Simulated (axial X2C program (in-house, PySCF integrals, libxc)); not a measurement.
Worked dissociation energy of BeSe⁺: CCSD(T), without spin–orbit coupling

Calculated with an axial X2C code built on PySCF integrals. Spin-free means the one-electron spin-free X2C Hamiltonian. Basis: Se dyall-cv3z [8s9p6d4f1g], Be dyall-cv3z [8s8p3d1f] (cores contracted in-house); Gaussian nuclei, density fitting, unrestricted open shells. Masses: Se 79.917 u, Be 9.012 u.

Molecular state: M_S = 1/2, Λ = 1 (beyond evenly filled blocks: π+α, π+β, π-α).

Correlated methods: 7 electrons correlated (number of frozen shells: Se 3 s, 2 p, 1 d; Be 1 s), 193 virtual spin orbitals or spinors in MP2, 80 natural virtuals in coupled cluster.

```
E(Se) (2M_S = 2, M_L = 0)  : -2428.272833 hartree
E(Be+) (2M_S = 1, M_L = 0) : -14.279914 hartree
E(BeSe⁺) at Re             : -2442.666837 hartree
ωe                         : 732.5 cm⁻¹
ωexe                       : 4.16 cm⁻¹
```

**Question.** Work out De and D0.

**Answer.** De = -2428.272833 + (-14.279914) − (-2442.666837) = 0.11409 hartree = 3.105 eV. The zero-point energy is ωe/2 − ωexe/4 = 365 cm⁻¹ = 0.045 eV, so D0 = 3.059 eV.

The state is one determinant whose occupation by symmetry is held fixed; it was picked as the lowest of a PBE0 search that is not exhaustive. De is counted from the lowest determinant-based energies of the atoms at the same level, without counterpoise correction. CCSD and (T) use frozen natural virtuals with an MP2 correction for the truncation; (T) itself is uncorrected, so its De runs slightly low. The determinant is spin-polarised beyond a pure state at some levels (its spin-free form has ⟨S²⟩ too high), which makes Re and μ there less reliable. Spin-free De lacks the spin–orbit lowering of the heavy p-block atom, a tenth of an eV or more for 4p and 5p, up to an eV for 6p and one to two eV for 7p atoms, less what an open-shell molecule gains itself.

Each atomic determinant is the lowest at this level and need not be a pure term. Totals compare only within one Hamiltonian and basis.
